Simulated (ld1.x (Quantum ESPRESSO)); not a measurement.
# Pseudopotential generation for Co: TM, LDA (PZ), scalar-relativistic.

Input for ld1.x (Quantum ESPRESSO) 7.5:

```
&input
   title='Co', zed=27., rel=1, dft='PZ', iswitch=3,
   config='[Ar] 3d7 4s1 4p0',
   nld=3, rlderiv=2.75, eminld=-3.0, emaxld=5.0, deld=0.02
 /
 &inputp
   pseudotype=2, tm=.true., lloc=2,
   nlcc=.false.,
   file_pseudopw='Co.UPF', file_wfcaegen='ae.wfc', file_wfcncgen='nc.wfc', file_beta='beta', file_chi='chi'
 /
3
4S  1  0   1.00   0.00  1.60  1.60  0.0
4P  2  1   0.00   0.00  2.55  2.55  0.0
3D  3  2   7.00   0.00  0.95  0.95  0.0
 &test
   configts(1)='3d7 4s1 4p0'
 /
```

Command:

```bash
ld1.x < Co.in > Co.out
```

Output (shortened: banner, matrices, multipoles, cross overlaps and the repeated all-electron block are left out):

```
Program LD1 v.7.5
     --------------------------- All-electron run ----------------------------

     Co
     scalar relativistic calculation

     atomic number is 27.00
     dft =PZ   lsd =0 sic =0 latt =0  beta=0.20 tr2=1.0E-14
     Exchange-correlation= PZ
                           (   1   1   0   0   0   0   0)
     mesh =1193 r(mesh) =  99.89935 a.u. xmin = -7.00 dx = 0.01250
     1 Ry =  13.60569312 eV, c = 137.03599908

     n l     nl                  e(Ry)          e(Ha)          e(eV)
     1 0     1S 1( 2.00)      -557.5390      -278.7695     -7585.7051
     2 0     2S 1( 2.00)       -66.5794       -33.2897      -905.8583
     2 1     2P 1( 6.00)       -57.1993       -28.5997      -778.2363
     3 0     3S 1( 2.00)        -8.1415        -4.0707      -110.7704
     3 1     3P 1( 6.00)        -5.4700        -2.7350       -74.4230
     3 2     3D 1( 7.00)        -1.2704        -0.6352       -17.2853
     4 0     4S 1( 1.00)        -0.9614        -0.4807       -13.0800
     4 1     4P 1( 0.00)        -0.5645        -0.2823        -7.6807

     final scf error:  6.7E-15 reached in  31 iterations

     Etot =   -2780.864088 Ry,   -1390.432044 Ha,  -37835.583398 eV

     Ekin =    2815.553638 Ry,    1407.776819 Ha,   38307.558770 eV
     Encl =   -6650.246662 Ry,   -3325.123331 Ha,  -90481.215277 eV
     Eh   =    1167.208878 Ry,     583.604439 Ha,   15880.685798 eV
     Exc  =    -113.379941 Ry,     -56.689971 Ha,   -1542.612689 eV

     normalization and overlap integrals

     s(1S/1S) =  1.000000  <r> =   0.0563  <r2> =    0.0043  r(max) =   0.0370
     s(2S/2S) =  1.000000  <r> =   0.2560  <r2> =    0.0774  r(max) =   0.2131
     s(2P/2P) =  1.000000  <r> =   0.2252  <r2> =    0.0623  r(max) =   0.1723
     s(3S/3S) =  1.000000  <r> =   0.7755  <r2> =    0.6953  r(max) =   0.6731
     s(3P/3P) =  1.000000  <r> =   0.8173  <r2> =    0.7895  r(max) =   0.6816
     s(3D/3D) =  1.000000  <r> =   1.0479  <r2> =    1.4585  r(max) =   0.6648
     s(4S/4S) =  1.000000  <r> =   2.5982  <r2> =    7.7308  r(max) =   2.1796
     s(4P/4P) =  1.000000  <r> =   3.2886  <r2> =   12.4847  r(max) =   2.7296

     ------------------------ End of All-electron run ------------------------

     --------------------- Generating NC pseudopotential ---------------------

      Generating local pot.: lloc=2, matching radius rcloc =   0.9500

      Wfc   4S  rcut= 1.615  Using Troullier-Martins method

      Wfc   4P  rcut= 2.532  Using Troullier-Martins method

     ------------------- End of pseudopotential generation -------------------

     Computing logarithmic derivative in   2.74679
     Computing logarithmic derivative in   2.74679
     Computing the partial wave expansion
     R is outside the sphere for l=    0 j= 0.00
     R is outside the sphere for l=    1 j= 0.00
       no projector for channel:   2

     ---------------------- Testing the pseudopotential ----------------------

     Co
     scalar relativistic calculation

     atomic number is 27.00   valence charge is  9.00
     dft =PZ   lsd =0 sic =0 latt =0  beta=0.20 tr2=1.0E-14
     mesh =1193 r(mesh) =  99.89935 xmin = -7.00 dx = 0.01250

     n l     nl             e AE (Ry)        e PS (Ry)    De AE-PS (Ry)
     3 2     3D   1( 7.00)       -1.27044       -1.27043       -0.00001
     1 0     4S   1( 1.00)       -0.96136       -0.96136       -0.00000
     2 1     4P   1( 0.00)       -0.56452       -0.56452        0.00000

     eps = 9.8E-15  iter = 21

     Etot =   -2780.864088 Ry,   -1390.432044 Ha,  -37835.583398 eV
     Etotps =   -56.865188 Ry,     -28.432594 Ha,    -773.690302 eV

     Ekin =     104.401013 Ry,      52.200507 Ha,    1420.448150 eV
     Encl =    -202.529627 Ry,    -101.264813 Ha,   -2755.555949 eV
     Ehrt =      50.015182 Ry,      25.007591 Ha,     680.491224 eV
     Ecxc =      -9.617725 Ry,      -4.808862 Ha,    -130.855813 eV
     Epseu=       0.865967 Ry,       0.432984 Ha,      11.782085 eV

     ---------------------- End of pseudopotential test ----------------------
```

Note: ghost states, extra bound levels that the all-electron valence spectrum of the same l lacks: s at -359.1 eV, p at -210.1 eV. A true bound ghost makes a file unfit for plane-wave use.

Generation and configuration tests took about 2.1 s on one core of a shared server CPU.

Transferability test of the new file with ld1.x, input:

```
&input
   title='Co', zed=27., rel=1, dft='PZ', iswitch=2,
   config='[Ar] 3d7 4s1 4p0'
 /
 &test
   file_pseudo='Co.UPF', nconf=10,
   configts(1)='3d7 4s1 4p0',
   configts(2)='3d7 4s2 4p0',
   configts(3)='3d7 4s0 4p0',
   configts(4)='3d6 4s0 4p0',
   configts(5)='3d6 4s2 4p1',
   configts(6)='3d8 4s0 4p0',
   configts(7)='3d6 4s2 4p0',
   configts(8)='3d7 4s1 4p1',
   configts(9)='3d7 4s1 4p0', lsdts(9)=1,
   configts(10)='3d7 4s2 4p0', lsdts(10)=1
 /
```

```bash
ld1.x < Co.test.in > Co.test.out
```

Pseudopotential blocks of its output, shortened (energy terms left out; the distinct warnings before each block abridged to one line each):

```
     ---------------------- Testing the pseudopotential ----------------------

     n l     nl             e AE (Ry)        e PS (Ry)    De AE-PS (Ry)
     3 2     3D   1( 7.00)       -1.27044       -1.27043       -0.00001
     1 0     4S   1( 1.00)       -0.96136       -0.96136       -0.00000
     2 1     4P   1( 0.00)       -0.56452       -0.56452        0.00000

     eps = 3.6E-15  iter = 22

     Etot =   -2780.864088 Ry,   -1390.432044 Ha,  -37835.583398 eV
     Etotps =   -56.865189 Ry,     -28.432595 Ha,    -773.690317 eV

     ---------------------- End of pseudopotential test ----------------------

          ---------------------- Testing the pseudopotential ----------------------

     n l     nl             e AE (Ry)        e PS (Ry)    De AE-PS (Ry)
     3 2     3D   1( 7.00)       -0.62172       -0.62665        0.00493
     1 0     4S   1( 2.00)       -0.41749       -0.41817        0.00067
     2 1     4P   1( 0.00)       -0.10222       -0.10228        0.00005

     eps = 5.3E-15  iter = 26

     Etot =   -2781.547307 Ry,   -1390.773653 Ha,  -37844.879062 eV
     Etotps =   -57.548910 Ry,     -28.774455 Ha,    -782.992808 eV
     dEtot_ae =      -0.683219 Ry
     dEtot_ps =      -0.683720 Ry,   Delta E=       0.000502 Ry

     ---------------------- End of pseudopotential test ----------------------

          ---------------------- Testing the pseudopotential ----------------------

     n l     nl             e AE (Ry)        e PS (Ry)    De AE-PS (Ry)
     3 2     3D   1( 7.00)       -2.01329       -2.00685       -0.00644  !
     1 0     4S   1( 0.00)       -1.55191       -1.55011       -0.00179
     2 1     4P   1( 0.00)       -1.08071       -1.08012       -0.00059

     eps = 2.9E-16  iter = 12

     Etot =   -2779.608381 Ry,   -1389.804191 Ha,  -37818.498637 eV
     Etotps =   -55.610200 Ry,     -27.805100 Ha,    -756.615312 eV
     dEtot_ae =       1.255707 Ry
     dEtot_ps =       1.254990 Ry,   Delta E=       0.000717 Ry

     ---------------------- End of pseudopotential test ----------------------

          Warning: n=1, l=0 expected 0 nodes, found 1
     Warning: n=2, l=1 expected 0 nodes, found 1
     ---------------------- Testing the pseudopotential ----------------------

     n l     nl             e AE (Ry)        e PS (Ry)    De AE-PS (Ry)
     3 2     3D   1( 6.00)       -3.34237       -3.36079        0.01843  !
     1 0     4S   1( 0.00)       -2.38572       -2.58480        0.19908  !
     2 1     4P   1( 0.00)       -1.81850       -2.26538        0.44688  !

     eps = 8.0E-15  iter =  9

     Etot =   -2776.948577 Ry,   -1388.474288 Ha,  -37782.310154 eV
     Etotps =   -52.946791 Ry,     -26.473396 Ha,    -720.377795 eV
     dEtot_ae =       3.915511 Ry
     dEtot_ps =       3.918398 Ry,   Delta E=      -0.002887 Ry

     ---------------------- End of pseudopotential test ----------------------

          ---------------------- Testing the pseudopotential ----------------------

     n l     nl             e AE (Ry)        e PS (Ry)    De AE-PS (Ry)
     3 2     3D   1( 6.00)       -1.13265       -1.15292        0.02027  !
     1 0     4S   1( 2.00)       -0.58557       -0.58454       -0.00103
     2 1     4P   1( 1.00)       -0.20249       -0.19863       -0.00387

     eps = 6.4E-15  iter = 23

     Etot =   -2780.829068 Ry,   -1390.414534 Ha,  -37835.106923 eV
     Etotps =   -56.816661 Ry,     -28.408331 Ha,    -773.030055 eV
     dEtot_ae =       0.035020 Ry
     dEtot_ps =       0.048528 Ry,   Delta E=      -0.013508 Ry

     ---------------------- End of pseudopotential test ----------------------

          ---------------------- Testing the pseudopotential ----------------------

     n l     nl             e AE (Ry)        e PS (Ry)    De AE-PS (Ry)
     3 2     3D   1( 8.00)       -0.92368       -0.91697       -0.00671  !
     1 0     4S   1( 0.00)       -0.83900       -0.84535        0.00635  !
     2 1     4P   1( 0.00)       -0.47522       -0.48135        0.00614  !

     eps = 7.7E-15  iter = 13

     Etot =   -2781.054479 Ry,   -1390.527239 Ha,  -37838.173799 eV
     Etotps =   -57.048314 Ry,     -28.524157 Ha,    -776.181856 eV
     dEtot_ae =      -0.190391 Ry
     dEtot_ps =      -0.183125 Ry,   Delta E=      -0.007266 Ry

     ---------------------- End of pseudopotential test ----------------------

          ---------------------- Testing the pseudopotential ----------------------

     n l     nl             e AE (Ry)        e PS (Ry)    De AE-PS (Ry)
     3 2     3D   1( 6.00)       -1.69653       -1.70168        0.00515  !
     1 0     4S   1( 2.00)       -1.08752       -1.08210       -0.00541  !
     2 1     4P   1( 0.00)       -0.64964       -0.64014       -0.00949  !

     eps = 7.3E-15  iter = 25

     Etot =   -2780.411038 Ry,   -1390.205519 Ha,  -37829.419337 eV
     Etotps =   -56.405169 Ry,     -28.202585 Ha,    -767.431422 eV
     dEtot_ae =       0.453050 Ry
     dEtot_ps =       0.460020 Ry,   Delta E=      -0.006970 Ry

     ---------------------- End of pseudopotential test ----------------------

          ---------------------- Testing the pseudopotential ----------------------

     n l     nl             e AE (Ry)        e PS (Ry)    De AE-PS (Ry)
     3 2     3D   1( 7.00)       -0.75319       -0.75744        0.00425
     1 0     4S   1( 1.00)       -0.50259       -0.50287        0.00028
     2 1     4P   1( 1.00)       -0.16612       -0.16615        0.00003

     eps = 2.6E-15  iter = 23

     Etot =   -2781.221798 Ry,   -1390.610899 Ha,  -37840.450296 eV
     Etotps =   -57.222934 Ry,     -28.611467 Ha,    -778.557676 eV
     dEtot_ae =      -0.357710 Ry
     dEtot_ps =      -0.357744 Ry,   Delta E=       0.000034 Ry

     ---------------------- End of pseudopotential test ----------------------

          ---------------------- Testing the pseudopotential ----------------------

     n l     nl             e AE (Ry)        e PS (Ry)    De AE-PS (Ry)
     3 2     3D   1( 5.00)       -1.35119       -1.42137        0.07018  !
     1 0     4S   1( 1.00)       -1.00512       -1.00705        0.00192
     2 1     4P   1( 0.00)       -0.59654       -0.59517       -0.00137
     3 2     3D   2( 2.00)       -1.13658       -1.00437       -0.13221  !
     1 0     4S   2( 0.00)       -0.88212       -0.88037       -0.00175
     2 1     4P   2( 0.00)       -0.50375       -0.50770        0.00394

     eps = 7.8E-15  iter = 34

     Etot =   -2781.053616 Ry,   -1390.526808 Ha,  -37838.162057 eV
     Etotps =   -57.204137 Ry,     -28.602068 Ha,    -778.301927 eV
     dEtot_ae =      -0.189528 Ry
     dEtot_ps =      -0.338947 Ry,   Delta E=       0.149419 Ry

     ---------------------- End of pseudopotential test ----------------------

          ---------------------- Testing the pseudopotential ----------------------

     n l     nl             e AE (Ry)        e PS (Ry)    De AE-PS (Ry)
     3 2     3D   1( 5.00)       -0.70255       -0.78954        0.08699  !
     1 0     4S   1( 1.00)       -0.43478       -0.43832        0.00354
     2 1     4P   1( 0.00)       -0.10884       -0.10851       -0.00033
     3 2     3D   2( 2.00)       -0.50839       -0.39136       -0.11703  !
     1 0     4S   2( 1.00)       -0.39725       -0.40040        0.00315
     2 1     4P   2( 0.00)       -0.09576       -0.09942        0.00367

     eps = 6.7E-15  iter = 27

     Etot =   -2781.693060 Ry,   -1390.846530 Ha,  -37846.862142 eV
     Etotps =   -57.844336 Ry,     -28.922168 Ha,    -787.012286 eV
     dEtot_ae =      -0.828972 Ry
     dEtot_ps =      -0.979147 Ry,   Delta E=       0.150174 Ry

     ---------------------- End of pseudopotential test ----------------------
```
